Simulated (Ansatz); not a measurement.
**What each rung costs, and what it gives**

Saddle point of Si$_{2}$H$_{8}$Cl$_{2}$O$_{3}$, closed shell (Si₂H₄Cl₂O ([OH][Si]([SiH3])([Cl])[Cl]) + H₂O + H₂O → SiH₂Cl₂O₂ ([OH][Si]([OH])([Cl])[Cl]) + SiH₄ + H₂O; bonds formed: Si1–O7, Si2–H8, H6–O9; bonds broken: Si1–Si2, H6–O7, H8–O9), PBE0-D4/def2-TZVP structure:

Si1  (-0.851, 0.662, -0.475)
Si2  (0.814, -1.267, -0.898)
Cl3  (-1.818, -0.550, -1.965)
Cl4  (-2.566, 0.853, 0.703)
O5  (-0.520, 1.869, -1.538)
H6  (0.231, 0.151, 1.833)
O7  (0.190, 1.293, 0.833)
H8  (0.025, -0.919, 0.720)
O9  (0.108, -0.861, 1.974)
H10  (2.075, -1.461, -0.105)
H11  (0.254, -2.601, -1.202)
H12  (1.201, -0.501, -2.106)
H13  (0.116, 2.507, -1.209)
H14  (-0.220, 2.071, 1.228)
H15  (0.963, -1.246, 2.207)
(Å)

Barriers are electronic and count from the start structure reached by relaxing down the imaginary mode.

Program: Ansatz 0.2.0. Basis: as named in each row. Cores are frozen in the correlated methods. B3LYP uses VWN-RPA correlation. Extrapolation: Hartree–Fock as exp(−7.88 √X), correlation as X^−2.97.

Times are rough, for one single point on 4 threads of a shared host (AMD EPYC 7R13), with one NVIDIA H100 (or a share of it) where marked.

The estimate by CCSD(T) at an estimated basis limit (MP2 extrapolated from triple and quadruple zeta, plus CCSD(T) − MP2 in triple zeta) is 56.77 kcal/mol.

| method | basis | time (s) | barrier (kcal/mol) | method less estimate |
| --- | --- | --- | --- | --- |
| HF | STO-3G | under 1 | 97.00 | 40.23 |
| PBE-D4 | STO-3G | under 1 | 36.24 | -20.53 |
| SPW92 | def2-SVP | under 1 | 33.27 | -23.51 |
| PBE-D4 | def2-SVP | 1 | 44.78 | -11.99 |
| B3LYP-D4 | 6-31G | 2 | 62.71 | 5.94 |
| PBE0-D4 | def2-SVP | 2 | 51.02 | -5.75 |
| PBE0-D4 | def2-TZVPP | 4 (H100) | 52.30 | -4.48 |
| B97M-V | def2-TZVPP | 4 (H100) | 52.92 | -3.86 |
| r2SCAN-D4 | def2-TZVPP | 5 (H100) | 48.51 | -8.27 |
| BHLYP-D4 | def2-TZVPP | 5 (H100) | 63.73 | 6.96 |
| SPW92 | def2-TZVPP | 5 (H100) | 35.65 | -21.13 |
| B3LYP-D4 | def2-TZVPP | 6 (H100) | 57.55 | 0.77 |
| PBE-D4 | def2-TZVPP | 7 (H100) | 47.27 | -9.51 |
| BLYP-D4 | def2-TZVPP | 7 (H100) | 53.75 | -3.02 |
| r2SCAN0-D4 | def2-TZVPP | 7 (H100) | 52.84 | -3.93 |
| wB97M-V | def2-SVP | 8 | 52.02 | -4.76 |
| B2PLYP | def2-TZVPP | 8 (H100) | 59.02 | 2.25 |
| RPA on PBE | def2-TZVPP | 8 (H100) | 56.52 | -0.25 |
| CAM-B3LYP-D4 | def2-TZVPP | 10 (H100) | 58.55 | 1.78 |
| wB97X-V | def2-TZVPP | 10 (H100) | 56.59 | -0.18 |
| wB97M-V | def2-TZVPP | 10 (H100) | 54.05 | -2.72 |
| PBE-QIDH | def2-TZVPP | 12 (H100) | 55.23 | -1.55 |
| MP2 | def2-QZVPP | 13 (H100) | 54.46 | -2.32 |
| CCSD(T) | def2-SVP | 18 (H100) | 62.33 | 5.56 |
| CCSD(T) | def2-TZVPP | 23 (H100) | 57.56 | 0.79 |

All methods are single points on the PBE0-D4 structures.

The T1 diagnostic stays at or below 0.012.

Labels in which every atom is bracketed show which atoms are joined, not bond orders.
